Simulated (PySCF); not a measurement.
C5H10NO (doublet state).
Cartesian coordinates in Å at the GFN2-xTB level; atoms count from 1:
```xyz
17
C5H10NO angstrom
C     -1.409   -1.212    0.696
C     -0.960   -0.262   -0.329
C     -2.011    0.782   -0.689
C      0.261    0.432    0.334
O      0.174    1.469    0.949
N      1.408   -0.268    0.200
C      2.645    0.138    0.821
H     -2.090   -0.887    1.457
H     -0.889   -2.139    0.845
H     -0.606   -0.781   -1.227
H     -2.276    1.352    0.197
H     -1.621    1.470   -1.435
H     -2.901    0.297   -1.082
H      1.406   -1.135   -0.313
H      2.458    1.078    1.338
H      2.981   -0.609    1.543
H      3.423    0.288    0.071
```

The hyperfine couplings belong to this conformer and change with its torsions.

The species is `CNC([C@H](C)[CH2])=O` [radical].

Computed with UKS B3LYP, pcH-1 on C H N O, non-relativistic, mean-field spin-orbit, GIAO (PySCF 2.14.0). The structure is a single GFN2-xTB conformer in the gas phase; no vibrational or solvent corrections. Couplings are sensitive to structure, and on GFN2-xTB geometries they can be far from those on DFT ones. Stability of the SCF solution: not tested.

The largest Mulliken spin populations are on C1 (+1.05) and C2 (-0.08). C1 is the only atom above +0.15. The positive populations add up to 1.17 and the negative ones to -0.17, together 2S = 1. The angles at C1 add up to 358.2°, so it is nearly planar; its axial dipolar tensor and the negative couplings of its protons fit spin in a p orbital normal to that plane.

(1) Find Q in a(H) = Q·ρ(C) for the protons on the planar carbons that carry spin.

Results:

(1) 
```csv
H,C,ρ(C),a(H) (G),a/ρ (G)
H8,C1,+1.048,-21.27,-20.3
H9,C1,+1.048,-20.84,-19.9
```

These protons share one ρ (within 0.01), so their mean ratio, Q = -20.1 G, is no test of linearity. In every row coupling and population have opposite signs.

Couplings in gauss use g_iso = 2.0028.
